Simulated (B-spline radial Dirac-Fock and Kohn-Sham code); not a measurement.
**2p1/2 emission of Cr**

System: the Cr atom, configuration [Ar] 3d5 4s1.

Level of theory: independent-particle radiative and Coulomb Auger rates from relativistic LDA hole-state orbitals, with Dirac-Fock energies; a radial B-spline solver.

```csv
line,multipole,energy (eV),width (meV),share (%),tabulated share (%)
Lη (L2-M1),E1,–,0.111,10.4,13.0
Lγ5 (L2-N1),E1,584.2,0.00501,0.467,–
Lβ1 (L2-M4),E1,584.5,0.955,89.1,86.6
```

The listed lines hold 100.0 % of the radiative rate. A dash stands for an energy that rests on an unreliable hole state. The radiative width is 0.00107 eV in the length form and 0.00113 eV in the velocity form; the two differ because the transition energies are not eigenvalue differences of the potential that gave the orbitals. Tabulated shares: Scofield radiative rates as tabulated in xraylib 4.2.

Values without a named source are computed, but for edge energies of neutral atoms, which are taken from tables.
